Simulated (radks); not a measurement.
The numbers below are computed, except where a source is named.
Species: Li+. Configuration: 1s1.75 2s0.25 (fractional occupations, a model configuration).

Code: a radial shooting solver on a logarithmic mesh with Libxc functionals. Model: scalar-relativistic Kohn-Sham, r2SCAN, spin-unpolarised, spherical densities, finite nucleus; meta-GGA in the generalised Kohn-Sham scheme; Fermi nuclear charge, rms radius 2.444 fm.

Energy parts (Ry):
| part | energy |
|---|---|
| total | -13.50520 |
| kinetic | 13.44072 |
| electron-nucleus | -29.53087 |
| Hartree | 5.54261 |
| exchange-correlation | -2.95767 |

Orbitals (lengths in bohr, moments of r in powers of bohr; r(90%) holds 90 % of the orbital's charge):
| orbital | occ. | eigenvalue (Ry) | <1/r> | r(90%) |
|---|---|---|---|---|
| 1s | 1.75 | -5.02533 | 2.751 | 1.01 |
| 2s | 0.25 | -0.63140 | 0.4311 | 4.88 |

The highest occupied level is 2s at -8.591 eV. The density falls to 0.001 e/bohr^3 at r = 2.65 bohr. The electron density at the nucleus is 12.79 e/bohr^3 (large components only).
